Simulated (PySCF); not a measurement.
NMR data simulated for an unnamed compound:

$^{1}$H NMR (600 MHz, computed): δ 11.12 (m, 1H), 3.61 (m, 3H).

$^{13}$C{$^{1}$H} NMR (computed): δ 213.5 (C), 190.0 (CH), 173.1 (C), 126.6 (C), 31.9 (CH3).

- coordinates at the GFN2-xTB level
- NMR shieldings at PBE0/pcSseg-1/GIAO
- code: PySCF
- no solvent model, fast rotation and ring inversion assumed for equivalent nuclei, non-relativistic Hamiltonian, one computed conformer

Shifts are taken against calculated references (same method and geometry level): $^{1}$H (σref 31.72) and $^{13}$C (σref 186.93) vs TMS.

Q: Which of these does the molecule contain: a ketone, an S-methyl group, a carboxylic acid, a nitrile?

A: 
- A ketone: no.
- An S-methyl group: no.
- A carboxylic acid: no.
- A nitrile: yes (δC 126.6).

The data belong to SMILES C1(C#N)=PC=PC(C)=P1, C$_{5}$H$_{4}$NP$_{3}$; they needn't prove each group on their own.

Carbon signals by region: 3 in the far downfield region (above 160 ppm), 1 in the sp2 and nitrile region (100–160 ppm), 1 below 50 ppm. Above 160 ppm: 213.5, substituted aromatic carbon, 190.0, aromatic CH, 173.1, substituted aromatic carbon.

Splittings by $^{31}$P in the carbon and heteronuclear signals aren't shown, as no couplings were computed. Shifts are as computed. Against solution values, carbons near 30 ppm lie about +3 ppm off and those near 130 ppm about +5 ppm. Of 1211 compounds with measured shifts, 218 miss one by over three times the rms of a fit or turn the order of signals round; such compounds aren't used in these exercises. Multiplicities follow the n + 1 count of equivalent neighbours, as no J values were calculated; m marks all less simple cases, F and P coupling included.
